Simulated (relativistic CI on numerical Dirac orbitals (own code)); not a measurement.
# Slater and spin-orbit integrals, Ni5+

Calculated at this level of theory: Dirac-Coulomb-Breit CI, KLI orbitals optimised for each configuration, model QED (radiative potential, 1s self-energy scaled to tabulated hydrogen-like ionisation energies), valence Slater integrals scaled by 0.85, P86 correlation energy added to each configuration (own radial code, finite nucleus).

Slater integrals F^k, G^k are unscaled and averaged over j, outside the closed core [Ne]; ζ comes from projecting the Hamiltonian with its Breit term on Σ l·s of the shell.

- 3s2 3p6 3d5: F^2(3d,3d) = 121800, F^4(3d,3d) = 76758, ζ(3d) = 875.9 cm⁻¹; <r>(3d) = 0.7919, <r^2>(3d) = 0.7644 (bohr units).
- 3s2 3p6 3d4 4s: F^2(3d,3d) = 126840, F^4(3d,3d) = 80138, ζ(3d) = 948.26, G^2(3d,4s) = 14086 cm⁻¹; <r>(3d) = 0.7652, <r^2>(3d) = 0.7112, <r>(4s) = 1.798, <r^2>(4s) = 3.631 (bohr units).
- 3s2 3p5 3d6: ζ(3p) = 12453, F^2(3d,3d) = 121790, F^4(3d,3d) = 76753, F^2(3p,3d) = 125260, G^1(3p,3d) = 152980, G^3(3p,3d) = 94592, ζ(3d) = 855.87 cm⁻¹; <r>(3p) = 0.744, <r^2>(3p) = 0.6456, <r>(3d) = 0.792, <r^2>(3d) = 0.7646 (bohr units).

**Question.** Give the Racah parameters of the d shell in 3s2 3p6 3d5.

**Answer.** B = F²/49 − 5F⁴/441 = 1615 cm⁻¹ and C = 35F⁴/441 = 6092 cm⁻¹.

Averages of the first 10 configurations, taken without configuration mixing, which lowers the lowest level and can move excited configurations by several eV; other configurations of the list can lie among them:

```
 Configuration  Parity  States  Average energy above the lowest level (eV)
   3s2 3p6 3d5    even     252                                         9.0
3s2 3p6 3d4 4s    even     420                                        43.8
   3s2 3p5 3d6     odd    1260                                        79.1
3s2 3p6 3d4 4p     odd    1260                                        54.6
3s2 3p6 3d4 4d    even    2100                                        70.4
   3s2 3p4 3d7    even    1800                                       151.0
3s2 3p6 3d4 5s    even     420                                        77.2
    3s 3p6 3d6    even     420                                       126.1
3s2 3p6 3d4 5p     odd    1260                                        81.5
3s2 3p6 3d4 4f     odd    2940                                        82.5
```
